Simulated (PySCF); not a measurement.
PySCF was given this input:
```python
from pyscf import gto, scf, dft

mol = gto.M(
    atom='''
O     0.02217187   -0.70637156   -0.00891756
C    -0.00191006    0.70379066    0.00906344
C     1.31940794   -1.23577614   -0.00427645
C    -1.44920700    1.16750381    0.00224778
H     0.51537054    1.07502478    0.90896197
H     0.53111673    1.09799856   -0.87167144
H     1.21557456   -2.31874503   -0.01916715
H     1.88715969   -0.91090045   -0.88622004
H     1.87140251   -0.93389025    0.89565558
H    -1.94985378    0.79906787   -0.88859537
H    -1.96544310    0.77632297    0.87429802
H    -1.49244744    2.25298407    0.01587030
''',
    basis='sto-3g',
    verbose=4,
)

mf = dft.RKS(mol)
mf.xc = 'tpss'
mf.kernel()
```

Task: What does this run give for the nuclear repulsion energy, number of basis functions, Mulliken (on the basis functions themselves) charges in atom order?

Result: 
| Quantity | Result |
|---|---|
| nuclear repulsion energy | 133.8625 Eh |
| number of basis functions | 28 |
| Mulliken (on the basis functions themselves) charges in atom order | O1 -0.21, C2 -0.02, C3 -0.11, C4 -0.21, H5 0.06, H6 0.06, H7 0.08, H8 0.06, H9 0.06, H10 0.08, H11 0.08, H12 0.08 |
